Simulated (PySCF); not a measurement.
A calculated (r2SCAN, PySCF 2.14, aug-cc-pV(D+d)Z, the non-relativistic Hamiltonian (point nucleus)) atom or ion has these occupied shells.

| shell | electrons | orbital energy (eV) | rms radius, mean of both spins (bohr) |
| --- | --- | --- | --- |
| 1s α | 1 | -2101.6 | 0.120 |
| 1s β | 1 | -2101.3 | 0.120 |
| 2s α | 1 | -188.18 | 0.566 |
| 2s β | 1 | -187.97 | 0.566 |
| 2p α | 3 | -137.79 | 0.543 |
| 2p β | 3 | -137.39 | 0.543 |
| 3s α | 1 | -24.610 | 1.98 |
| 3s β | 1 | -22.024 | 1.98 |
| 3p α | 2 | -15.428 | 2.30 |

Task: Name the element and its charge.

Result: P⁺ (phosphorus, charge +1), in [Ne] 3s2 3p2, high-spin 3P determinant.
